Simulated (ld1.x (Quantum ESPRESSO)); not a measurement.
**Reading a pseudo-wave (boron)**

Columns: radius, all-electron u(r) and pseudo u(r) of the 2s shell (level -9.44 eV) of boron in the configuration [He] 2s2 2p1; PBE, scalar-relativistic, PAW scheme, ld1.x (Quantum ESPRESSO) 7.5.

```json
{"r (bohr)": "0.123", "all-electron": "0.2913", "pseudo": "-0.0316"}
{"r (bohr)": "0.245", "all-electron": "0.2719", "pseudo": "-0.0719"}
{"r (bohr)": "0.368", "all-electron": "0.1315", "pseudo": "-0.1283"}
{"r (bohr)": "0.490", "all-electron": "-0.0421", "pseudo": "-0.2024"}
{"r (bohr)": "0.613", "all-electron": "-0.2124", "pseudo": "-0.2929"}
{"r (bohr)": "0.735", "all-electron": "-0.3600", "pseudo": "-0.3917"}
{"r (bohr)": "0.858", "all-electron": "-0.4823", "pseudo": "-0.4907"}
{"r (bohr)": "0.980", "all-electron": "-0.5777", "pseudo": "-0.5785"}
{"r (bohr)": "1.103", "all-electron": "-0.6483", "pseudo": "-0.6483"}
{"r (bohr)": "1.225", "all-electron": "-0.6958", "pseudo": "-0.6958"}
{"r (bohr)": "1.348", "all-electron": "-0.7240", "pseudo": "-0.7240"}
{"r (bohr)": "1.470", "all-electron": "-0.7357", "pseudo": "-0.7357"}
{"r (bohr)": "1.593", "all-electron": "-0.7344", "pseudo": "-0.7344"}
{"r (bohr)": "1.715", "all-electron": "-0.7228", "pseudo": "-0.7228"}
{"r (bohr)": "1.838", "all-electron": "-0.7032", "pseudo": "-0.7032"}
{"r (bohr)": "1.960", "all-electron": "-0.6779", "pseudo": "-0.6779"}
{"r (bohr)": "2.083", "all-electron": "-0.6483", "pseudo": "-0.6483"}
{"r (bohr)": "2.205", "all-electron": "-0.6162", "pseudo": "-0.6162"}
{"r (bohr)": "2.328", "all-electron": "-0.5823", "pseudo": "-0.5823"}
{"r (bohr)": "2.450", "all-electron": "-0.5479", "pseudo": "-0.5479"}
{"r (bohr)": "2.573", "all-electron": "-0.5133", "pseudo": "-0.5133"}
{"r (bohr)": "2.695", "all-electron": "-0.4794", "pseudo": "-0.4794"}
{"r (bohr)": "2.818", "all-electron": "-0.4462", "pseudo": "-0.4462"}
{"r (bohr)": "2.940", "all-electron": "-0.4145", "pseudo": "-0.4145"}
{"r (bohr)": "3.063", "all-electron": "-0.3839", "pseudo": "-0.3839"}
{"r (bohr)": "3.185", "all-electron": "-0.3551", "pseudo": "-0.3551"}
```

(1) How many radial nodes do the two functions have?

(2) At about which radius was the pseudo-wave matched?

(3) Where does each function peak?

(4) Is the pseudo-wave norm-conserving?

Answers

(1) The all-electron 2s function has n − l − 1 = 1; the pseudo-wave has 0, since the states of the same l below it are removed with the core.

(2) 1.10 bohr, where the columns begin to agree (steps of 0.12 bohr).

(3) Outermost all-electron maximum near 1.47 bohr, pseudo maximum near 1.47 bohr (to the table’s step).

(4) No, it belongs to a PAW set: the norm inside the radius is not constrained, and the difference is carried by the augmentation charge.
